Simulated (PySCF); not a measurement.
CH6AlNO, SMILES [NH](C)[AlH][OH].

Coordinates come from a PBE0-D3(BJ)/def2-SVP optimisation. Other conformers were not sampled.

The numbers are results of PBE0-D3(BJ)/def2-SVP run with PySCF, not measurements.

Frequencies are harmonic and unscaled.

Computed normal modes with their intensities:
| mode | ν (cm⁻¹) | IR (km/mol) | moving atoms (share of kinetic energy) |
|---|---|---|---|
| 1 | 122 | 1.5 | O 39 %, C 30 %, H 23 % |
| 2 | 156 | 3.5 | H 82 %, O 10 % |
| 3 | 179 | 13.6 | H 42 %, N 38 %, Al 10 % |
| 4 | 290 | 74.0 | H 91 % |
| 5 | 344 | 15.2 | N 30 %, Al 27 %, H 24 %, C 10 %, O 9 % |
| 6 | 478 | 29.2 | H 84 %, Al 13 % |
| 7 | 531 | 221.2 | H 81 %, O 10 % |
| 8 | 543 | 241.8 | H 84 %, N 11 % |
| 9 | 646 | 30.6 | H 72 %, N 12 % |
| 10 | 724 | 59.0 | H 28 %, O 27 %, Al 20 %, N 20 % |
| 11 | 898 | 174.5 | Al 46 %, O 34 %, H 14 % |
| 12 | 1080 | 17.4 | H 86 %, C 10 % |
| 13 | 1140 | 0.0 | H 75 %, C 19 % |
| 14 | 1181 | 106.1 | N 44 %, C 35 %, H 19 % |
| 15 | 1390 | 41.8 | H 65 %, N 23 %, C 11 % |
| 16 | 1450 | 20.8 | H 84 %, C 15 % |
| 17 | 1470 | 2.7 | H 97 % |
| 18 | 1495 | 5.9 | H 96 % |
| 19 | 1961 | 180.1 | H 96 % |
| 20 | 3004 | 102.2 | H 97 % |
| 21 | 3064 | 45.8 | H 90 %, C 10 % |
| 22 | 3138 | 13.0 | H 91 %, C 9 % |
| 23 | 3621 | 17.7 | H 93 % |
| 24 | 4003 | 110.1 | H 94 % |
